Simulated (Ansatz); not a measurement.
BiH3 (SMILES [BiH3]) at its CCSD(T)/def2-TZVPP minimum, average atomic masses, point group C3v.
(charge 0, multiplicity 1):
```xyz
4

Bi     0.00024    -0.00052     0.01463
H     -1.47243    -0.21651    -0.99637
H      0.92934    -1.09832    -1.06663
H      0.49370     1.42200    -0.97049
```

Correlated levels freeze the cores. Filled d and f shells under p-block atoms count as core.

Run with Ansatz (Gaussian orbitals).  In def2 rows elements past Kr take small-core potentials, without spin–orbit coupling.

Harmonic frequencies (cm⁻¹): 757 776 776 1798 1809 1809.

Work out the rotational constants, the zero-point energy, and the ideal-gas entropy and heat capacity at 298.15 K and 1 bar (rigid rotor, harmonic oscillator).


Principal moments 6.443, 6.443, 6.603 u Å² give 16.8576/I = 2.616, 2.616, 2.553 cm⁻¹. Zero point: Σω/2 = 3863 cm⁻¹ = 11.04 kcal/mol. Translation R(1.5 ln M + 2.5 ln T − 1.1517) with M = 212.004 u: 175.66 J/(mol K). Rotation with σ = 3: q = 421.6, S = R(ln q + 3/2) = 62.72. Vibration, summed over R(u/(eᵘ − 1) − ln(1 − e⁻ᵘ)) with u = 1.43878ω/T: 2.97, of which the lowest mode gives 1.02. S° = 241.4 J/(mol K); C_p = 4R + 9.12 = 42.38 J/(mol K).

Ansatz is an electronic-structure program.
